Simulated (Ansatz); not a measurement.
`CS[AsH2]` and `CSP` differ in one atom or group.

Ansatz, PBE0-D4/def2-TZVP geometries, multiplicity 1. Each molecule was computed in one conformer, which needn't be the lowest.

Scalar relativity is left out up to krypton.

| property | `CS[AsH2]` |
| --- | --- |
| ideal-gas entropy at 298 K and 1 bar (rigid rotor, harmonic PBE0-D4/def2-TZVP) / J/(mol·K) | 325 |
| size of the dipole moment (PBE/def2-TZVPP) / D | 1.09 |
| LUMO energy (PBE0/def2-TZVPP) / eV | -0.48 |
| HOMO–LUMO gap (PBE/def2-TZVPP) / eV | 4.16 |
| HOMO energy (B3LYP/def2-TZVPP) / eV | -6.49 |
| HOMO–LUMO gap (ωB97M-V/def2-TZVPP) / eV | 10.35 |

**Question.** Give the same properties after the change, and the shifts. (An estimate is asked.)

**Answer.** Ansatz gave: 
| property | `CSP` | shift |
| --- | --- | --- |
| ideal-gas entropy at 298 K and 1 bar (rigid rotor, harmonic PBE0-D4/def2-TZVP) / J/(mol·K) | 310 | -15 |
| size of the dipole moment (PBE/def2-TZVPP) / D | 0.76 | -0.33 |
| LUMO energy (PBE0/def2-TZVPP) / eV | -0.18 | 0.30 |
| HOMO–LUMO gap (PBE/def2-TZVPP) / eV | 4.53 | 0.37 |
| HOMO energy (B3LYP/def2-TZVPP) / eV | -6.60 | -0.11 |
| HOMO–LUMO gap (ωB97M-V/def2-TZVPP) / eV | 10.75 | 0.40 |

With PBE0 the HOMO falls by 0.11 eV and the LUMO rises by 0.30 eV, so the gap widens by about 0.41 eV. PBE moves the HOMO by -0.12 eV and ωB97M-V by -0.11 eV. Dipoles are sizes alone; their direction can turn. Modes under 60 cm⁻¹, often nearly free rotors, make the harmonic entropy too high.

B3LYP here is the variant with VWN-RPA as its local correlation; programs differ in this.
